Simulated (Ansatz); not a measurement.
Ansatz (a program for electronic structure) input (CCSD(T)/aug-cc-pVDZ):

Ansatz 0.2 input:
```yaml
crystal:
  periodic: [false, false, false]
  atoms:
    - {symbol: B, position_ang: [-0.10752299, 0.04351624, 0.01890653]}
    - {symbol: C, position_ang: [1.45352629, -0.08995564, -0.23238251]}
    - {symbol: O, position_ang: [-0.58337573, 1.28691307, 0.15150506]}
    - {symbol: O, position_ang: [-0.89316527, -1.07854236, 0.09000403]}
    - {symbol: H, position_ang: [1.87476808, -0.69853789, 0.57162753]}
    - {symbol: H, position_ang: [1.97953232, 0.86141907, -0.27066588]}
    - {symbol: H, position_ang: [1.60002489, -0.61705626, -1.17840166]}
    - {symbol: H, position_ang: [-1.82554006, -0.89063801, 0.24512966]}
basis:
  gaussian:
    orbitals: aug-cc-pVDZ
magnetization: {spin_polarized: true, initial_magnetization: 1}
correlation: {method: ccsd_t, electrons: outside_noble_gas}
output: {forces: true}
```

End of the output:

```
mean field evaluation 1: about -5837.0979 eV, gradient 3.0e1 eV
mean field evaluation 2: about -5837.0981 eV, gradient 3.0e1 eV
mean field evaluation 4: about -5842.0213 eV, gradient 4.2e0 eV
mean field evaluation 8: about -5842.5314 eV, gradient 4.6e-1 eV
mean field evaluation 16: about -5837.0913 eV, gradient 3.0e1 eV
mean field evaluation 32: about -5841.5661 eV, gradient 3.5e0 eV
mean field evaluation 64: about -5842.1807 eV, gradient 2.2e0 eV
mean field -5842.54520222 eV, -214.7095759622 hartree, gradient 4.4e-6 eV, S^2 0.759152; 4 other end points of the search recorded, 0 dependent functions left out
determinant -5842.54520222 eV, -214.7095759622 hartree, with singles and doubles -5859.41933900 eV, -215.3296890510 hartree
determinant -5841.63787918 eV, -214.6762324553 hartree, with singles and doubles -5858.38806349 eV, -215.2917903754 hartree
4 core orbitals not correlated
reference -5842.54520222 eV, -214.7095759622 hartree; 12, 11 occupied and 112, 113 virtual orbitals, 1240 factors
densities: 3.27 GiB planned
second order -15.80597202 eV of doubles, -0.00000000 eV of singles
coupled cluster: 1.86 GiB planned
cycle   1  -16.83604347 eV  change   -5.8e-1 eV  update   3.3e-2
cycle   2  -16.87831206 eV  change   -4.2e-2 eV  update   8.8e-3
cycle   3  -16.88348611 eV  change   -5.2e-3 eV  update   5.2e-3
cycle   4  -16.88654677 eV  change   -3.1e-3 eV  update   2.3e-3
cycle   5  -16.88823874 eV  change   -1.7e-3 eV  update   1.4e-3
cycle   6  -16.88975432 eV  change   -1.5e-3 eV  update   8.8e-4
cycle   7  -16.89036365 eV  change   -6.1e-4 eV  update   4.9e-4
cycle   8  -16.89045902 eV  change   -9.5e-5 eV  update   3.0e-4
cycle   9  -16.89039759 eV  change    6.1e-5 eV  update   1.9e-4
cycle  10  -16.89032061 eV  change    7.7e-5 eV  update   1.1e-4
cycle  11  -16.89029196 eV  change    2.9e-5 eV  update   5.1e-5
cycle  12  -16.89028131 eV  change    1.1e-5 eV  update   2.3e-5
cycle  13  -16.89028364 eV  change   -2.3e-6 eV  update   1.0e-5
cycle  14  -16.89028246 eV  change    1.2e-6 eV  update   4.5e-6
cycle  15  -16.89028365 eV  change   -1.2e-6 eV  update   2.3e-6
cycle  16  -16.89028397 eV  change   -3.1e-7 eV  update   1.2e-6
cycle  17  -16.89028430 eV  change   -3.4e-7 eV  update   6.0e-7
cycle  18  -16.89028455 eV  change   -2.5e-7 eV  update   3.1e-7
perturbative correction -0.50882073 eV, -0.0186988168 hartree
the calculation of the forces begins
Total energy: -5859.94430750 eV, -215.3489812877 hartree
Atom 0 at    -0.107523     0.043516     0.018907 Å, force     0.581167    -0.426956    -0.111119 eV/Å
Atom 1 at     1.453526    -0.089956    -0.232383 Å, force    -0.276382    -0.019491     0.042483 eV/Å
Atom 2 at    -0.583376     1.286913     0.151505 Å, force    -0.459424     1.100472     0.123365 eV/Å
Atom 3 at    -0.893165    -1.078542     0.090004 Å, force    -0.212131    -0.666568     0.002268 eV/Å
Atom 4 at     1.874768    -0.698538     0.571628 Å, force     0.205485    -0.270124     0.309543 eV/Å
Atom 5 at     1.979532     0.861419    -0.270666 Å, force     0.227705     0.444874    -0.015035 eV/Å
Atom 6 at     1.600025    -0.617056    -1.178402 Å, force     0.097120    -0.237986    -0.380707 eV/Å
Atom 7 at    -1.825540    -0.890638     0.245130 Å, force    -0.163539     0.075780     0.029203 eV/Å
Dipole moment:    -0.065870    -0.106217     0.005396 e Å
```

It need not be the lowest isomer of its formula.
